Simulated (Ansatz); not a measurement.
C8H14O2, SMILES `CC(=O)C(C(C)=O)C(C)C`, relaxed with RKS PBE-D4/def2-SVP in the Gaussian-basis code of Ansatz from a rough embedded geometry. The force threshold is 0.03 eV/Å; the program also tests the step.

Total charge 0; spin multiplicity 1.

Start:

```xyz
24

C     1.828   -1.062   -1.621
C     1.558   -0.133   -0.464
O     2.405    0.557    0.035
C     0.111   -0.146    0.028
C     0.127   -0.945    1.331
C    -0.405   -2.350    1.201
O     0.533   -0.490    2.365
C    -0.383    1.291    0.283
C    -1.806    1.270    0.833
C    -0.325    2.105   -1.007
H     2.886   -1.055   -1.865
H     1.517   -2.075   -1.376
H     1.256   -0.731   -2.486
H    -0.527   -0.643   -0.706
H    -1.465   -2.309    0.956
H     0.107   -2.881    0.402
H    -0.274   -2.886    2.138
H     0.286    1.738    1.024
H    -1.849    0.734    1.778
H    -2.155    2.285    1.003
H    -2.483    0.790    0.127
H     0.694    2.169   -1.381
H    -0.953    1.654   -1.774
H    -0.684    3.116   -0.825
```

Question: By how much does the energy fall, and how many steps does the optimiser take? (An estimate is asked.)

Answer: Computed: 0.18 eV, in 5 steps.

Question: Which bonds change most? (An estimate is asked.)

Answer: Computed: C1–H13 from 1.089 to 1.111 Å; C6–H16 from 1.088 to 1.110 Å; C1–H12 from 1.088 to 1.110 Å; C10–H23 from 1.089 to 1.112 Å.

Question: Give the relaxed structure. (Best estimate.)

Answer: Computed: 
```xyz
24

C     1.871   -1.106   -1.624
C     1.551   -0.141   -0.501
O     2.385    0.603   -0.017
C     0.093   -0.138    0.017
C     0.094   -0.967    1.323
C    -0.377   -2.402    1.217
O     0.461   -0.473    2.374
C    -0.404    1.304    0.272
C    -1.821    1.311    0.854
C    -0.331    2.152   -1.003
H     2.955   -1.094   -1.839
H     1.543   -2.136   -1.373
H     1.307   -0.811   -2.535
H    -0.554   -0.649   -0.730
H    -1.456   -2.417    0.954
H     0.152   -2.940    0.403
H    -0.224   -2.925    2.179
H     0.299    1.720    1.024
H    -1.879    0.764    1.816
H    -2.161    2.349    1.044
H    -2.548    0.852    0.149
H     0.702    2.222   -1.398
H    -0.982    1.735   -1.801
H    -0.678    3.187   -0.804
```
